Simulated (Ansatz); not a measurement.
Job for Ansatz (a program for electronic structure): R-CCSD(T)/aug-cc-pVDZ on H2 (SMILES [H][H]) with ghost functions, monomers drawn apart or pushed together.

Ansatz 0.2 input:
```yaml
crystal:
  periodic: [false, false, false]
  atoms:
    - {symbol: H, position_ang: [-0.26028687, 0.25306931, 4.60823125]}
    - {symbol: H, position_ang: [0.33377190, -0.19332410, 4.64267718]}
basis:
  gaussian:
    orbitals: aug-cc-pVDZ
    ghost_atoms:
      - {symbol: F, position_ang: [-0.70530000, 1.00706946, 0.34583593]}
      - {symbol: C, position_ang: [-0.00977418, -0.00812218, -0.14827193]}
      - {symbol: F, position_ang: [-0.01404889, 0.05740400, -1.47300573]}
      - {symbol: F, position_ang: [1.23901705, 0.05469303, 0.29271550]}
      - {symbol: F, position_ang: [-0.55898065, -1.15088893, 0.23904282]}
magnetization: {spin_polarized: false}
correlation: {method: ccsd_t, electrons: outside_noble_gas}
scf: {lower_state_search: off}
```

The head of its log:

```
WARN ansatz: RAYON_NUM_THREADS=1 ignored (pool sized by the plan → 1); use --threads N
Functional definition: HF
these checks for a lower state are left out or cut short: stability, starts, cluster_reference, orbital_swaps, neighbouring_geometries, increment
integrals: 0.24 GiB planned
805 factors; integrals over basis functions are off by at most 1.3e-3 eV
mean field: 0.17 GiB planned
mean field evaluation 1: about -30.6233 eV, gradient 3.8e0 eV
mean field evaluation 2: about -30.6223 eV, gradient 3.8e0 eV
mean field evaluation 4: about -30.7166 eV, gradient 5.7e-2 eV
mean field evaluation 8: about -30.7166 eV, gradient 5.1e-8 eV
mean field -30.71662562 eV, -1.1288151709 hartree, gradient 1.2e-7 eV, S^2 0.000000; 0 other end points of the search recorded, 0 dependent functions left out
reference -30.71662562 eV, -1.1288151709 hartree; 1, 1 occupied and 132, 132 virtual orbitals, 805 factors
```

**Question.** What total energy does the run end on?

**Answer.** -1.1647 hartree (reference determinant -1.1288, T1 diagnostic 0.005).
